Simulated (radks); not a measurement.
Results of a calculation; reference values are marked as such.
Be2+, 2 electrons, occupied as 1s1 2p1 (not the ground configuration). Level of theory: Dirac Kohn-Sham, PBE, spin-unpolarised, spherical densities, finite nucleus; open shells fill j = l - 1/2 first; Fermi nuclear charge, rms radius 2.519 fm (a radial shooting solver on a logarithmic mesh with Libxc functionals).

Normalised radial functions P(r) = r R(r) (large component), r in bohr:

```
   r/bohr * 1s1/2, o 2p1/2 (the largest magnitude, 1.44, reaches the edge; | marks zero, & curves that meet)
  0.03677 o                  *
  0.04943 o                       *
  0.06593 |o                             *
  0.08864 |o                                   *
   0.1182 | o                                         *
    0.159 |  o                                               *
   0.2137 |    o                                                 *
    0.285 |       o                                              *
   0.3832 |           o                                     *
   0.5111 |               o                        *
   0.6872 |                     o     *
   0.9166 |               *          o
    1.232 |     *                      o
    1.657 | *                        o
     2.21 *                    o
    2.971 *           o
    3.963 *    o
    5.327 *o
```

1s1/2: eigenvalue -166.05 eV, 0 radial nodes, <r> = 0.387 bohr, 90 % of the charge inside 0.691 bohr. 2p1/2: eigenvalue -24.815 eV, 0 radial nodes, <r> = 1.63 bohr, 90 % of the charge inside 2.65 bohr.
